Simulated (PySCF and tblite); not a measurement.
Results of a calculation; reference values are marked as such.
2 E/Z isomers of C₆H₆ClF, numbered alike:

```json
{"isomer": "A", "SMILES": "[CH:1]#[C:2][C@H:3]([Cl:4])/[CH:5]=[C:6](\\[CH3:7])[F:8]", "descriptors (one enantiomer)": "3R, 5=6 E"}
{"isomer": "B", "SMILES": "[CH:1]#[C:2][C@H:3]([Cl:4])/[CH:5]=[C:6](/[CH3:7])[F:8]", "descriptors (one enantiomer)": "3R, 5=6 Z"}
```

Protocol: conformer search, at most 6 conformers an isomer, GFN2-xTB geometries, energies PBE0/pcSseg-1 (D3(BJ) added where defined), GIAO shieldings PBE0/pcSseg-1, weights at 298.15 K with GFN2-xTB thermal terms. Programs: PySCF with density fitting and tblite.

Question: What shifts does each isomer give (ppm)?

Answer: 
A: ¹H (against TMS): 5.82 (H5, 1H), 5.08 (H3, 1H), 2.31 (H1, 1H), 2.24 (H7, 3H). ¹³C (against TMS): 177.7 (C6), 114.9 (C5), 86.5 (C2), 84.7 (C1), 49.8 (C3), 17.9 (C7). ¹⁹F (against CFCl3): -81.0 (F8).

B: ¹H (against TMS): 5.50 (H3, 1H), 4.99 (H5, 1H), 2.21 (H1, 1H), 2.09 (H7, 3H). ¹³C (against TMS): 169.1 (C6), 114.6 (C5), 86.0 (C2), 83.8 (C1), 47.5 (C3), 21.0 (C7). ¹⁹F (against CFCl3): -99.1 (F8).

Question: Which carbons tell the isomers apart best?

Answer: C6: 177.7 in A, 169.1 in B; C7: 17.9 in A, 21.0 in B; C3: 49.8 in A, 47.5 in B ppm.

Unscaled ¹⁹F shifts at such levels can be off by tens of ppm; differences between conformers or isomers are more reliable. Shifts are unscaled: against experiment ¹³C can be off by 15 ppm or more and ¹H by 0.8 ppm. The search found a single conformer for at least one isomer; other rotamers may be missing.
